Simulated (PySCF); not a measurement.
PySCF input for Al(H)2(OiPr) (C₃H₉AlO), SMILES CC(C)[O][AlH2], KT2/pcSseg-1. Geometry: PBE0-D3(BJ)/def2-SVP. The structure was generated by enumeration; whether it is a known compound was not checked. One conformer was computed; it need not be the lowest.

```python
import numpy as np
from pyscf import gto, scf, dft
from pyscf.prop.nmr import rks as nmr

mol = gto.M(
    atom='''
    Al    1.88082945    0.19181616    0.00000000
    H     1.88585552    1.78098449   -0.00000000
    H     3.19362646   -0.68905609   -0.00000000
    O     0.42119224   -0.67959284   -0.00000000
    C    -0.96197226   -0.45936088   -0.00000000
    C    -1.39105882    0.27379487   -1.26194375
    C    -1.39105882    0.27379486    1.26194376
    H    -1.44673446   -1.45423271    0.00000001
    H    -0.95292246    1.28556386   -1.28896247
    H    -2.48580800    0.37639527   -1.31313406
    H    -1.05553395   -0.27392721   -2.15528824
    H    -1.05553396   -0.27392721    2.15528824
    H    -0.95292246    1.28556386    1.28896247
    H    -2.48580801    0.37639528    1.31313406
    ''',
    basis='pcSseg-1',
    charge=0,
    spin=0,
    max_memory=1600,
    verbose=3,
)
mf = dft.RKS(mol, xc='kt2')
mf.grids.level = 3
mf.conv_tol = 1e-10
mf.max_cycle = 100
mf.kernel()
n = nmr.NMR(mf)
n.verbose = 2
n.max_cycle_cphf = 60
sigma = n.kernel()
print('atom   isotropic/ppm   span/ppm')
for i, s in enumerate(sigma):
    w = np.linalg.eigvalsh((s + s.T) / 2)
    print(f'{mol.atom_symbol(i):2s}{i + 1:3d} {w.mean():14.3f} {w[2] - w[0]:11.3f}')
```

Log of the run:

```
converged SCF energy = -442.780969064426
atom   isotropic/ppm   span/ppm
Al  1        386.270      97.963
H   2         26.116       7.651
H   3         26.656       8.579
O   4        148.002     254.182
C   5        111.895      65.256
C   6        152.210      53.417
C   7        152.210      53.417
H   8         26.763       7.049
H   9         30.065       5.415
H  10         29.931       9.866
H  11         29.637       8.331
H  12         29.637       8.331
H  13         30.065       5.415
H  14         29.931       9.866
```

The calculation finished and met its thresholds.
